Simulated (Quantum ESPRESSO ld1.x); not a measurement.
Fe, 26 electrons, occupied as [Ne] 3s2 3p5 3d6 4s2 4f1 (not the ground configuration). Method: scalar-relativistic Kohn-Sham, revPBE, spin-unpolarised, spherical densities, point nucleus; computed with ld1.x of Quantum ESPRESSO 7.5.

Normalised radial functions P(r) = r R(r), r in bohr:

r             3d      4f
0.009715  0.0001  0.0000
0.01149   0.0002  0.0000
0.01349   0.0004  0.0000
0.01583   0.0006  0.0000
0.01857   0.0009  0.0000
0.02197   0.0015  0.0000
0.02578   0.0023  0.0000
0.03025   0.0036  0.0000
0.0355    0.0055  0.0000
0.042     0.0087  0.0000
0.04929   0.0132  0.0000
0.05784   0.0199  0.0000
0.06787   0.0298  0.0000
0.07965   0.0440  0.0000
0.09422   0.0652  0.0000
0.1106    0.0935  0.0000
0.1298    0.1319  0.0000
0.1523    0.1825  0.0000
0.1801    0.2508  0.0000
0.2114    0.3314  0.0000
0.2481    0.4265  0.0000
0.2911    0.5334  0.0000
0.3443    0.6521  0.0001
0.4041    0.7629  0.0001
0.4742    0.8612  0.0001
0.5565    0.9352  0.0002
0.6583    0.9741  0.0003
0.7725    0.9672  0.0004
0.9066    0.9171  0.0006
1.064     0.8299  0.0009
1.258     0.7101  0.0014
1.477     0.5823  0.0021
1.733     0.4538  0.0032
2.034     0.3350  0.0048
2.387     0.2323  0.0073
2.823     0.1457  0.0110
3.313     0.0849  0.0162
3.888     0.0444  0.0236
4.563     0.0206  0.0341
5.397     0.0079  0.0492
6.334     0.0027  0.0682
7.433     0.0007  0.0930
8.722     0.0002  0.1329
10.32     0.0000  0.1848
12.11     0.0000  0.2348
14.21     0.0000  0.2762
16.67     0.0000  0.2926
19.73     0.0000  0.2555
23.15     0.0000  0.1733
27.16     0.0000  0.1015
31.88     0.0000  0.0500
37.71     0.0000  0.0186
44.25     0.0000  0.0056
51.93     0.0000  0.0013

3d: eigenvalue -20.555 eV, 0 radial nodes, <r> = 1.02 bohr, 90 % of the charge inside 1.73 bohr. 4f: eigenvalue -0.445 eV, 0 radial nodes, <r> = 17.1 bohr, 90 % of the charge inside 23.4 bohr.
